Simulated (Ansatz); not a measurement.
The lowest singlet and triplet of C6H4 (SMILES [c]1cc[c]cc1); geometries from B3LYP-D3(BJ)/def2-TZVP, each state relaxed from the structure named, with no frequency check, low spin by broken symmetry.
Singlet (charge 0, multiplicity 1):
```xyz
10

C     -0.053     1.331    -0.043
C      1.186     0.756    -0.037
C      1.242    -0.660     0.009
C      0.053    -1.331     0.043
C     -1.186    -0.756     0.037
C     -1.242     0.660    -0.009
H      2.106     1.326    -0.064
H      2.205    -1.156     0.016
H     -2.106    -1.326     0.064
H     -2.205     1.156    -0.016
```
Triplet (charge 0, multiplicity 3):
```xyz
10

C     -0.05219     1.31295    -0.04254
C      1.19992     0.74937    -0.03654
C      1.25565    -0.65266     0.00889
C      0.05219    -1.31295     0.04254
C     -1.19992    -0.74937     0.03654
C     -1.25565     0.65266    -0.00889
H      2.10457     1.34467    -0.06508
H      2.20471    -1.17496     0.01655
H     -2.10457    -1.34467     0.06508
H     -2.20471     1.17496    -0.01655
```

A positive gap puts the triplet lower; no zero-point energy. R- takes a restricted singlet, here one determinant of a half-filled degenerate or near-degenerate pair, which mixes singlet states. U- takes an unrestricted singlet (broken symmetry where lower, unprojected). The triplet is unrestricted in single-reference levels. Active spaces average the two states.

Frozen-core correlation.

Run with Ansatz (Gaussian basis) for Hartree–Fock, density functionals and correlated methods. Each number belongs to the level named beside it.

| level | gap E(singlet) − E(triplet), adiabatic (kcal/mol) |
|---|---|
| R-HF/cc-pVTZ | 89.36 |
| U-B3LYP/def2-TZVPP (spin-contaminated) | -2.56 |
| U-BHLYP/def2-TZVPP (spin-contaminated) | -1.65 |
| U-wB97X-V/def2-TZVPP (spin-contaminated) | -1.83 |
| R-wB97M-V/def2-TZVPP | 27.77 |
| R-SCS-MP2/cc-pVDZ | -32.23 |
| R-SCS-MP2/cc-pVTZ | ___ |
| R-CCSD(T)/cc-pVTZ | -4.60 |
| FIC-NEVPT4(SD) on SA-CASSCF(2,2)/cc-pVDZ | ___ |

Task: What belongs in the gaps?

Result: 
- R-SCS-MP2/cc-pVTZ, gap E(singlet) − E(triplet), adiabatic (kcal/mol): -35.82
- FIC-NEVPT4(SD) on SA-CASSCF(2,2)/cc-pVDZ, gap E(singlet) − E(triplet), adiabatic (kcal/mol): -2.67

Doubts at one or more of the structures used: a restricted determinant that unrestricted orbitals would lower (R-HF/cc-pVTZ, R-wB97M-V/def2-TZVPP, R-SCS-MP2/cc-pVDZ, R-SCS-MP2/cc-pVTZ, R-CCSD(T)/cc-pVTZ); a spin-contaminated determinant (R-HF/cc-pVTZ, R-SCS-MP2/cc-pVDZ, R-SCS-MP2/cc-pVTZ, R-CCSD(T)/cc-pVTZ); other coupled-cluster roots lie near (R-CCSD(T)/cc-pVTZ).

Ansatz is a program for electronic structure.
